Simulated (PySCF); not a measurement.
Below is a simulated gas-phase C 1s photoelectron spectrum of `C/C=N/[SiH2]O`.

Every computed line was given a Gaussian of 0.8 eV full width at half maximum and an area set by the number of equivalent atoms; the highest printed point is 100. Computed, not measured: delta-SCF UKS SCAN, pcX-2 on the ionised atom, pcseg-1 elsewhere, spin-free X2C (PySCF).

(binding energy (eV), intensity): (289.9, 0), (290.0, 1), (290.1, 2), (290.2, 4), (290.3, 9), (290.4, 16), (290.5, 27), (290.6, 42), (290.7, 59), (290.8, 77), (290.9, 91), (291.0, 100), (291.1, 100), (291.2, 92), (291.3, 79), (291.4, 64), (291.5, 51), (291.6, 43), (291.7, 44), (291.8, 51), (291.9, 64), (292.0, 79), (292.1, 93), (292.2, 100), (292.3, 100), (292.4, 91), (292.5, 76), (292.6, 59), (292.7, 41), (292.8, 27), (292.9, 16), (293.0, 9), (293.1, 4), (293.2, 2), (293.3, 1), (293.4, 0)

Problem. Count the maxima, the lines and the sites behind this envelope.

Solution. The curve has 2 maxima (at 291.0 and 292.2 eV). Under it lie 2 lines from 2 inequivalent carbon sites.

Problem. Decompose the envelope and assign each component. Numbering: `[CH3:1]/[CH:2]=[N:3]/[SiH2:4][OH:5]`.

Solution. 
```tsv
position (eV)	relative area	line	atoms	environment
291.05	1	C 1s	C1	methyl carbon
292.25	1	C 1s	C2	C=N carbon
```

Problem. Above which line width would these two lines show one maximum?

Solution. Two equal Gaussians merge once their distance is under 2σ = FWHM/1.177. With 1.20 eV between them that is a full width over 1.41 eV.

Lowest listed C 1s: C1, bonded to C and 3 H. Highest, 1.20 eV above it: C2, bonded to N (double bond), C and H.

No satellites, vibrations or lifetime broadening are included. Spin contamination (⟨S²⟩ against 0.75 for a pure doublet) is marked for C 1s of C2 (0.87), which makes this value less certain. The structure is a single PBE0-D3(BJ)/def2-SVP conformer in the gas phase; no vibrational or solvent corrections.

Conformer computed: `[CH3:1]/[CH:2]=[N:3]/[SiH2:4][OH:5]`: C2–N3–Si4–O5 120°, H–O5–Si4–N3 52°.
